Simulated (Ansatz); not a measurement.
`CB(N)[SiH2][SiH3]` + `O=[CH][GeH3]` → `[CH3][GeH2][CH]=O` + `NB[SiH2][SiH3]`  (formal exchange of groups at a C–B bond)

Calculated with Ansatz (gas phase, PBE0-D4/def2-TZVP geometries, no zero-point term in ΔE). CCSD(T)/CBS is the MP2 limit (def2-TZVPP, def2-QZVPP) plus CCSD(T) − MP2 in def2-TZVPP, frozen cores. Functionals use def2-TZVPP. B3LYP here is the variant with VWN-RPA as its local correlation; programs differ in this. For Ge outer-core shells are correlated without core-valence functions, which leaves a few kJ/mol of doubt a bond. Scalar relativity is left out up to krypton. Each species was taken in one conformer, which may not be the lowest.

| level | ΔE (kJ/mol) | difference from CCSD(T)/CBS |
| --- | --- | --- |
| r2SCAN-D4 | 12.9 | 4.8 |
| PBE0-D4 | 13.2 | 5.1 |
| ωB97X-V | 9.6 | 1.5 |
| ωB97M-V | 10.6 | 2.5 |
| B3LYP | 9.1 | 1.0 |
| HF/def2-TZVPP | 6.2 | -1.9 |
| MP2/def2-TZVPP | 5.1 | -3.0 |
| CCSD/def2-TZVPP | 6.0 | -2.1 |
| SCS-MP2/def2-QZVPP | 5.6 | -2.5 |
| HF/CBS(def2) | 7.3 | -0.8 |
| CCSD(T)/CBS | 8.1 | 0 |

Largest T1 diagnostic among the species: 0.014.
